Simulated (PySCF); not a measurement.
SMILES N[SiH2][SiH](Cl)Cl, singlet at its PBE0/def2-SVP optimised geometry (Å):

```
10

Si    -1.0313    -0.2893     0.0000
Cl    -1.6264     1.7036     0.0000
Cl    -1.6228    -1.1462     1.8007
Si     1.3200    -0.2893     0.0000
N      1.9292     0.5706     1.3763
H     -1.7985    -0.9726    -1.0795
H      1.7970    -1.7036     0.0545
H      1.7985     0.3795    -1.2467
H      1.7718     1.5733     1.4112
H      1.7657     0.1658     2.2933
```

Computed with PySCF with PBE0/def2-TZVP. Cells within 0.4 Å of a nucleus heavier than hydrogen are left out (blank, or x).

Map of the HOMO−1 amplitude (bohr^(-3/2)) on the plane z = 0.0 Å; orbital energy -8.82 eV, overall sign arbitrary:

```
|44444444555555554444444444444|
|44444444555555555444444444444|
|44444444555555555544444444444|
|44444444555555555544444444444|
|44444444556655555544445555554|
|44444334567665555544455555555|
|44443323578766555444455555555|
|44433211xx9976555444455555555|
|4443210xxx9976554444455555555|
|44432100xx8876544444455555555|
|44433211357765444444555555555|
|44443322355654433334556655555|
|44444333445544332234566665555|
|44444444445443222234566665555|
|4444444454xx322112xx566665555|
|444444555xxx322113xxx66665555|
|4444455555xx322223xx566665555|
|44444555555543322345566655555|
|44444555555544333345566555555|
|44444555555544444445666555555|
|44444455555544444455665555555|
|44444445555554444455555555555|
|44444444555554444555555555555|
|44444444455554444555555555555|
|44444444444444444555555555555|
|44444444444444444555555555554|
|44444444444444444455555555544|
|44444444444444444444555554444|
|44444444444444444444444444444|
```
Scale: ten equal steps from -0.122 (start of '0') to 0.124 (end of '9'), in the order '0123456789'; x runs from -4.00 to 4.00, y from -4.00 (bottom) to 4.00 (top).
